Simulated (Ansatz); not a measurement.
Start from `C[O][W](=[O])([OH])([OH])[F]` and change one atom or group to get `[O]=[W]([OH])([OH])([F])[F]`.

Ansatz, PBE0-D4/def2-TZVP geometries, multiplicity 1. Each molecule was computed in one conformer, which needn't be the lowest.

Elements past krypton have def2 core potentials.

```tsv
property	`C[O][W](=[O])([OH])([OH])[F]`
HOMO–LUMO gap (B3LYP/def2-TZVPP) / eV	5.88
size of the dipole moment (ωB97M-V/def2-TZVPP) / D	3.12
LUMO energy (ωB97M-V/def2-TZVPP) / eV	-0.47
size of the dipole moment (PBE/def2-TZVPP) / D	3.12
HOMO–LUMO gap (ωB97M-V/def2-TZVPP) / eV	10.88
size of the dipole moment (B3LYP/def2-TZVPP) / D	3.18
```

(1) What does the change do to each property? (An estimate is asked.)

Answers

(1) Computed: 
| property | `[O]=[W]([OH])([OH])([F])[F]` | shift |
| --- | --- | --- |
| HOMO–LUMO gap (B3LYP/def2-TZVPP) / eV | 6.17 | 0.29 |
| size of the dipole moment (ωB97M-V/def2-TZVPP) / D | 3.88 | 0.76 |
| LUMO energy (ωB97M-V/def2-TZVPP) / eV | -0.88 | -0.41 |
| size of the dipole moment (PBE/def2-TZVPP) / D | 3.80 | 0.68 |
| HOMO–LUMO gap (ωB97M-V/def2-TZVPP) / eV | 11.30 | 0.42 |
| size of the dipole moment (B3LYP/def2-TZVPP) / D | 3.92 | 0.74 |

With PBE0 the HOMO falls by 0.80 eV and the LUMO falls by 0.48 eV, so the gap widens by about 0.32 eV. PBE moves the HOMO by -0.70 eV and ωB97M-V by -0.83 eV. Dipoles are sizes alone; their direction can turn.

B3LYP here is the variant with VWN-RPA as its local correlation; programs differ in this.
